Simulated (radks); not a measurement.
Fractional charge and spin in the 3p shell of iron: the spin-up occupation runs from 2 to 3 and the spin-down occupation from 2 to 3; the fullest corner is Fe3+, [Ne] 3s2 3d(up 2.5, down 2.5) 3p(up 3, down 3). All-electron calculation, scalar-relativistic Kohn-Sham, PBE, spin-polarised, spherical densities, finite nucleus; Fermi nuclear charge, rms radius of each element as measured or else 0.836 A^(1/3) + 0.57 fm. Program: a radial shooting solver on a logarithmic mesh with Libxc functionals. Energy (eV) above the fullest corner. The planes named below are the two flat planes that join the four corners, with an edge along up + down = one added electron.

down \ up,2,2.25,2.5,2.75,3
2,238.077,203.252,169.863,137.892,107.319
2.25,203.252,169.964,138.091,107.611,78.504
2.5,169.863,138.091,107.709,78.696,51.029
2.75,137.892,107.611,78.696,51.124,24.870
3,107.319,78.504,51.029,24.870,0.000

Corners above the fullest one (they belong to Fe4+ and the next ion): (up 3, down 2) 107.32 eV, (up 2, down 3) 107.32 eV, (up 2, down 2) 238.08 eV. With half an added electron in each spin the energy lies 0.390 eV from the planes, and with half an added electron in spin up alone -2.835 eV. The planes are only a guide here: the flat-plane condition holds for ground states with one frontier orbital, while this shell lies below other occupied shells, so the corners above the fullest one are inner-hole states and not the ground states of those ions.
